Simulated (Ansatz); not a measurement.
Species: sum formula BNH5 (charge 0, doublet). It need not be the lowest isomer of its formula. 
Structure (B3LYP-D3(BJ)/def2-TZVP (Ansatz, a first-principles code) minimum search):
```
B
N 1 1.4529
H 2 1.0091 1 123.80
H 2 1.0095 3 113.27 1 -180.00
H 1 1.1952 2 115.55 3 0.00
H 1 1.2537 5 115.75 2 130.23
H 1 1.2537 5 115.75 6 99.53
```
Charge 0, spin multiplicity 2.

Basis-set convergence of Hartree-Fock and MP2 correlation energies (hartree) with Ansatz. Correlated levels leave the core frozen unless marked. Open shells are spin-unrestricted. No spin-orbit coupling. Non-relativistic.

```tsv
basis	functions	E(HF)	E(corr, MP2)
cc-pVDZ	53	-81.98139	-0.27530
cc-pVTZ	130	(withheld)	(withheld)
```

### Question
Complete the blanks.

### Answer

- cc-pVTZ, E(HF): -82.00894
- cc-pVTZ, E(corr, MP2): -0.34039
